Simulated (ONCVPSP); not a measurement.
Reading a pseudo-wave (cobalt)

Columns: radius, all-electron u(r) and pseudo u(r) of the 3p shell (level -60.84 eV) of cobalt in the configuration [Ne] 3s2 3p6 3d8 4s1; BLYP, scalar-relativistic, ONCV scheme, ONCVPSP 4.0.1.

```tsv
r (bohr)	all-electron	pseudo
0.078	-0.4675	0.0422
0.155	-0.6042	0.1594
0.232	-0.3011	0.3340
0.310	0.1555	0.5421
0.388	0.5756	0.7513
0.465	0.8836	0.9320
0.542	1.0759	1.0676
0.620	1.1694	1.1489
0.698	1.1860	1.1735
0.775	1.1512	1.1497
0.852	1.0846	1.0897
0.930	0.9991	1.0052
1.008	0.9059	0.9098
1.085	0.8128	0.8143
1.162	0.7228	0.7230
1.240	0.6372	0.6371
1.318	0.5586	0.5585
1.395	0.4883	0.4883
1.472	0.4254	0.4253
1.550	0.3688	0.3687
1.628	0.3189	0.3188
1.705	0.2757	0.2757
1.782	0.2380	0.2379
1.860	0.2047	0.2046
1.938	0.1758	0.1758
2.015	0.1512	0.1511
```

**Question.** How many radial nodes do the two functions have?

**Answer.** The all-electron 3p function has n − l − 1 = 1; the pseudo-wave has 0, since the states of the same l below it are removed with the core.

**Question.** At about which radius was the pseudo-wave matched?

**Answer.** 1.30 bohr. The columns agree to 0.0005 from 1.16 bohr on; several derivatives are matched, so the curves merge somewhat inside the radius.

**Question.** Is the pseudo-wave norm-conserving?

**Answer.** Yes: the ONCV scheme keeps the norm inside the radius equal to the all-electron one, which fixes the energy derivative of the logarithmic derivative at the level.
